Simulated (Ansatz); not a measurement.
C2H5AlFN, SMILES `N[CH]1[CH2][Al]1[F]`. Total charge 0; spin multiplicity 1. The structure was optimised at the PBE0-D4/def2-TZVP level. It is one conformer, not always the lowest.

```xyz
10

N    -0.233   -0.848   -1.366
C    -0.348   -0.370   -0.027
C    -0.093    1.193    0.224
Al    0.713    0.073    1.517
F     1.719   -0.099    2.811
H     0.704   -1.126   -1.618
H    -0.858   -1.616   -1.564
H    -1.350   -0.595    0.351
H    -0.957    1.847    0.122
H     0.702    1.542   -0.449
```

Q: What is the dipole moment at PBE/def2-TZVPP? (Estimate.)

A: Ansatz gave: 1.74 D, with components (-0.58, -1.24, -1.07) D in this frame, pointing from negative to positive charge.

Q: And with r2SCAN, B3LYP, ωB97M-V? (Estimate.)

A: The calculation gave: r2SCAN 1.59 D, B3LYP 1.57 D, ωB97M-V 1.42 D.

Q: Give the Mulliken charges with PBE, r2SCAN, ωB97M-V in def2-TZVPP. (An estimate is asked.)

A: The calculation gave: 
```tsv
atom	PBE	r2SCAN	ωB97M-V
N1	-0.28	-0.34	-0.25
C2	-0.15	-0.13	-0.18
C3	-0.19	-0.24	-0.28
Al4	0.40	0.61	0.55
F5	-0.27	-0.32	-0.31
H6	0.16	0.15	0.11
H7	0.14	0.15	0.11
H8	0.06	0.04	0.08
H9	0.07	0.05	0.09
H10	0.05	0.03	0.08
```

B3LYP here is the variant with VWN-RPA as its local correlation; programs differ in this.
